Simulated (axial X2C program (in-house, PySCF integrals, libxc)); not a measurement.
RhTl: properties at the nuclei

Calculated with an axial X2C code built on PySCF integrals: two-component X2C with atomic mean-field Coulomb and Gaunt terms, Gaussian nuclei, basis Tl dyall-cv3z, Rh dyall-cv3z with contracted cores.

R = 2.596 Å (near the PBE0 minimum at charge 0 of the determinant lowest at the starting distance; the state shown can have its own minimum elsewhere).

Determinant lowest in the PBE0 search, Ω = 3 (⟨Sz⟩ = 0.98, ⟨Lz⟩ = 2.02 at PBE0), spin on the atoms Tl 0.09, Rh 0.90:

```tsv
level	Eeff magnitude (GV/cm)	Ws magnitude Tl (kHz)	A∥/gI Tl (MHz)	qzz Tl (a.u.)	A∥/gI Rh (MHz)	qzz Rh (a.u.)	μ (D)
PBE0	25.1	9.3	137	-10.05	1000	-2.05	-0.46
HF	41	15.2	374	-10.03	593	-2.13	0.63
BP86	24.6	9.38	211	-8.37	1130	-2.21	-0.80
TPSSh	24	8.94	147	-9.61	1050	-2.05	-0.50
r2SCAN	20.9	7.78	149	-9.97	1080	-1.93	-0.49
```

Eeff is the effective electric field on the electron electric dipole moment in this Ω state and Ws the scalar–pseudoscalar constant of the nucleus named (defined with the proton number Z and per Ω); A∥ (defined per Ω) follows by multiplying with gI = μI/(I μN); qzz is the electric field gradient, eQq0 = 234.96 MHz × Q/barn × qzz; μ is positive if the Rh end (last atom) is positive. The operators were transformed with the bare-nucleus X2C matrices; with these basis sets, hyperfine constants and field gradients can be off by tens of per cent, and where levels differ in sign neither size nor sign is settled.

Task: With gI(103Rh) = -0.1768 (g factors from the IAEA table of nuclear moments by Stone), turn the PBE0 values of the first state into constants in MHz.

Result: A∥(103Rh) = 1000 × -0.1768 = -177 MHz.

Each state is one determinant with collinear spin, which with several unpaired electrons need not be a pure state. Unrestricted Hartree–Fock can overshoot spin polarisation at the nuclei. With several open shells hyperfine constants can be off by a factor of several. Open-shell Ω = 0 determinants with evenly filled partner blocks cannot be reached by this program, so the Ω shown need not be the lowest component. The search compared states at one distance, so a state with another bond length can lie lower. Further determinants of the search, some of them spin-mixed, are not shown. Where a field gradient or hyperfine factor spreads by more than a factor of two over the levels, a constant derived from it is not to be relied on.
